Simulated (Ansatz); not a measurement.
## Molecular dynamics of GeH$_{4}$O$_{3}$

Input file:

```yaml
crystal:
  periodic: [false, false, false]
  atoms:
    - { symbol: Ge, position_ang: [-0.036792, -0.073244, 0.244885] }
    - { symbol: H, position_ang: [0.089143, 0.127579, 1.755864] }
    - { symbol: O, position_ang: [1.5125, 0.0693, -0.6004] }
    - { symbol: H, position_ang: [1.697446, -0.725194, -1.121061] }
    - { symbol: O, position_ang: [-1.159406, 1.179334, -0.316682] }
    - { symbol: H, position_ang: [-1.086258, 1.342511, -1.267321] }
    - { symbol: O, position_ang: [-0.592169, -1.696728, -0.233732] }
    - { symbol: H, position_ang: [-1.517064, -1.872057, -0.014653] }
basis:
  gaussian: { orbitals: def2-SVP }
hamiltonian:
  xc: b3lyp
  dispersion: d4
md:
  timestep: 0.5
  n_steps: 100
  ensemble: nvt_nose_hoover
  temperature: 400.0
  initial_velocities: maxwell_boltzmann
  seed: 375386
  nose_hoover: { tau: 1.0, chain_length: 1 }
```

Command:

```bash
$ ansatz run input.yaml --threads 1 --pin off --max-ram 2048MiB --backend cpu --events-out ev --progress --plain --runs-dir out
```

It starts from a relaxed structure.

Output, in part (step lines, the closing report, with atoms numbered from 0):

```
md step     0: t =     0.00 fs  T =   400.0 K  F+E_penalty+E_count = -62715.76769790 eV  E_kin = 0.310224 eV  conserved = -62715.45747390 eV  (25 SCF iters)
[... lines left out ...]
Total energy: -62715.30033886 eV, -2304.7447774959 hartree
Atom 0 at    -0.004835    -0.045103     0.230372 Å, force    -0.201757    -0.694678     1.627941 eV/Å
Atom 1 at     0.215436     0.173287     1.810448 Å, force    -0.029714    -0.168454    -1.212334 eV/Å
Atom 2 at     1.583328    -0.052807    -0.494653 Å, force     0.308921     0.421933     1.197677 eV/Å
Atom 3 at     1.750557    -0.084825    -1.423525 Å, force    -0.191578    -0.068419    -1.126087 eV/Å
Atom 4 at    -1.233325     1.074527    -0.328132 Å, force     0.889878     1.524689     0.392803 eV/Å
Atom 5 at    -1.923354     0.597279    -0.754271 Å, force    -1.008541    -0.724358    -0.761988 eV/Å
Atom 6 at    -0.701874    -1.575723    -0.278432 Å, force     1.785858     0.702907    -1.156781 eV/Å
Atom 7 at    -1.371640    -2.159572    -0.021307 Å, force    -1.553069    -0.993621     1.038770 eV/Å
Dipole moment:    -0.312067    -0.271057    -0.123720 e Å
```

The steps, from the saved trajectory:

| time (fs) | T (K) | potential energy less start (eV) | conserved less start (meV/atom) |
| --- | --- | --- | --- |
| 0 | 400 | 0.000 | 0.00 |
| 1.5 | 354 | 0.057 | 0.17 |
| 3 | 453 | 0.105 | 0.18 |
| 4.5 | 402 | 0.138 | 0.10 |
| 6 | 305 | 0.207 | 0.22 |
| 7.5 | 558 | 0.219 | 0.14 |
| 9 | 322 | 0.258 | 0.05 |
| 10.5 | 236 | 0.349 | 0.20 |
| 12 | 762 | 0.402 | 0.18 |
| 13.5 | 273 | 0.415 | 0.15 |
| 15 | 253 | 0.375 | 0.10 |
| 16.5 | 660 | 0.322 | 0.05 |
| 18 | 261 | 0.351 | 0.17 |
| 19.5 | 321 | 0.339 | 0.14 |
| 21 | 634 | 0.297 | 0.16 |
| 22.5 | 260 | 0.256 | 0.18 |
| 24 | 367 | 0.186 | 0.05 |
| 25.5 | 493 | 0.188 | 0.10 |
| 27 | 305 | 0.229 | 0.23 |
| 28.5 | 467 | 0.197 | 0.09 |
| 30 | 396 | 0.212 | 0.20 |
| 31.5 | 348 | 0.206 | 0.17 |
| 33 | 448 | 0.205 | 0.04 |
| 34.5 | 313 | 0.323 | 0.30 |
| 36 | 502 | 0.366 | 0.21 |
| 37.5 | 388 | 0.405 | 0.16 |
| 39 | 258 | 0.469 | 0.28 |
| 40.5 | 637 | 0.464 | 0.12 |
| 42 | 262 | 0.564 | 0.20 |
| 43.5 | 294 | 0.613 | 0.34 |
| 45 | 740 | 0.503 | 0.08 |
| 46.5 | 170 | 0.474 | 0.11 |
| 48 | 326 | 0.431 | 0.03 |
| 49.5 | 641 | 0.449 | 0.22 |

The run went to its last step. The conserved energy stayed within 0.37 meV per atom of its start (net change 0.33 meV per atom), so the integration is sound. A run of 0.05 ps of so small a system gives no equilibrium averages.

The same pairs are bonded in the first frame and the last. Pairs count as bonded within 1.25 times the sum of covalent radii (0.12 Å more for H–H).

Last frame:

```xyz
8
Properties=species:S:1:pos:R:3
Ge -0.005 -0.045 0.230
H 0.215 0.173 1.810
O 1.583 -0.053 -0.495
H 1.751 -0.085 -1.423
O -1.233 1.075 -0.328
H -1.923 0.597 -0.754
O -0.702 -1.576 -0.278
H -1.372 -2.160 -0.021
```

The run took 2.6 min on 1 thread of AMD EPYC 9R45 96-Core Processor (Zen 5), with other jobs on the host, peak memory 0.21 GiB.
